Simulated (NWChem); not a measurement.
## Cl2Ge in NWChem

```xyz
3

Ge     0.0000     0.0000    -0.7250
Cl    -1.7098     0.0000     0.6823
Cl     1.7098     0.0000     0.6823
```
Charge 0, spin multiplicity 1.

The numbers come from NWChem runs, not from measurements. The geometry was optimised at PBE/def2-SVP, a minimum by its harmonic frequencies.

Symmetry labels belong to the abelian group C2v used in the runs, with the axes of the coordinates shown.

The Hamiltonian is non-relativistic. The correlated methods keep 19 core orbitals frozen. The structure started from a generated list of species.

### Question
List the 4 singlet excitations that EOM-CCSD/def2-SVPD, 19 core orbitals frozen gives, with oscillator strengths.

### Answer
| state | symmetry | energy (eV) | wavelength (nm) | f |
|---|---|---|---|---|
| 1 | b2 | 4.01 | 309 | 0.026 |
| 2 | a2 | 4.96 | 250 | 0.000 |
| 3 | b1 | 5.52 | 225 | 0.042 |
| 4 | a1 | 6.20 | 200 | 0.001 |
These are the lowest roots of each symmetry, so higher states are missing between them.
